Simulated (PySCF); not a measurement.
An unknown is described by computed data only.

Formula: C4H7F2NO.

* Couplings: largest of the computed one-bond spin–spin couplings (means over like bonds): 19F–13C -313.3 (×2), 13C–1H +217.3, 13C–1H +153.3 (×2), 13C–1H +133.9 (×3), 15N–1H -53.5, 13C–13C +51.1, 13C–13C +38.8, 17O–13C +21.6 Hz [B3LYP/pcJ-1, spin–dipole term left out for some pairs]
* UV, strongest line: among the 6 lowest singlet transitions: S6 at 8.17 eV (152 nm, f = 0.076) [TDDFT PBE0/def2-SVPD]
* 1H NMR: chemical shifts (computed TMS as zero) by class: 10.86 (1 H), 6.31 (1 H), 4.38 (2 H), 2.21 (3 H) ppm [GIAO PBE0/pcSseg-1]
* 13C NMR: chemical shifts (computed TMS as zero) by class: 181.5 (1 C), 126.6 (1 C), 79.7 (1 C), 27.8 (1 C) ppm [GIAO PBE0/pcSseg-1]
* Dipole: 2.84 D [PBE0/def2-SVPD]
* Polarisability: 62.4 au [PBE0/def2-SVPD]
* NMR, other nuclei: isotropic shieldings of nuclei other than C and H, by class: -96 (1 N), 221 (1 O), 267 (2 F) ppm [GIAO PBE0/pcSseg-1]
* Rotational structure: rotational constants A, B, C: 3.720, 1.287, 1.220 GHz [GFN2-xTB]
* Triplet: lowest triplet excitation (Tamm–Dancoff): 4.38 eV [TDA PBE0/def2-SVPD]

The electronic properties come from PySCF, for the isolated species, density fitting. Levels stand in brackets. Isolated species at its GFN2-xTB geometry (one conformer only). NMR values are class means; diastereotopic atoms form classes of their own.

Question: What is the compound? Reason from the data.

Answer: Numbering: `[H]/[N:3]=[C:2](\[CH3:1])[CH2:4][O:5][CH:6]([F:7])[F:8]`. Its formula, C4H7F2NO, gives 1 degree of unsaturation: 0 rings and 1 π bond in the structure found. 4 carbons fall into 4 classes; from least to most shielded: imine carbon [C2] (181.5 ppm), CHF2 carbon [C6] (126.6 ppm), sp3 carbon bound to oxygen [C4] (79.7 ppm), methyl carbon [C1] (27.8 ppm). Hydrogen classes from least to most shielded: 1 H on an imine nitrogen, N3 (10.86 ppm), 1 H on a CHF2 carbon, C6 (6.31 ppm), 2 H on an sp3 carbon bound to oxygen, C4 (4.38 ppm), 3 H on a methyl carbon, C1 (2.21 ppm, a mean of values up to 1.3 ppm apart in this geometry). The other shieldings belong to: -96 ppm, imine nitrogen [N3]; 221 ppm, ether oxygen [O5]; 267 ppm, fluorine of a CF2 group [F7/F8]. The couplings run between: -313.3 Hz, fluorine of a CF2 group [F7] and CHF2 carbon [C6] (with 1 like pair); +217.3 Hz, CHF2 carbon [C6] and its hydrogen; +153.3 Hz, sp3 carbon bound to oxygen [C4] and its hydrogen (with 1 like pair); +133.9 Hz, methyl carbon [C1] and its hydrogen (with 2 like pairs); -53.5 Hz, imine nitrogen [N3] and its hydrogen; +51.1 Hz, imine carbon [C2] and sp3 carbon bound to oxygen [C4]; +38.8 Hz, methyl carbon [C1] and imine carbon [C2]; +21.6 Hz, ether oxygen [O5] and CHF2 carbon [C6]. The optimised geometry has point group C1 and is an asymmetric top. Structure: `[H]/N=C(\C)COC(F)F`. Computed isomers that give other values at the same levels: `CNC(=O)CC(F)F` (13C chemical shifts (computed TMS as zero) by class: 165.6 (1 C), 122.0 (1 C), 48.4 (1 C), 26.7 (1 C) ppm); `CC(=O)NCC(F)F` (rotational constant A: 4.399 GHz; this holds for the one conformer computed). The assignments are read from this structure; whether some other isomer fits the data as well wasn't checked.

The values belong to the conformer `[H]/[N:3]=[C:2](\[CH3:1])[CH2:4][O:5][CH:6]([F:7])[F:8]`: C1–C2–C4–O5 -64°, C2–C4–O5–C6 -63°, C4–O5–C6–F7 -154°.
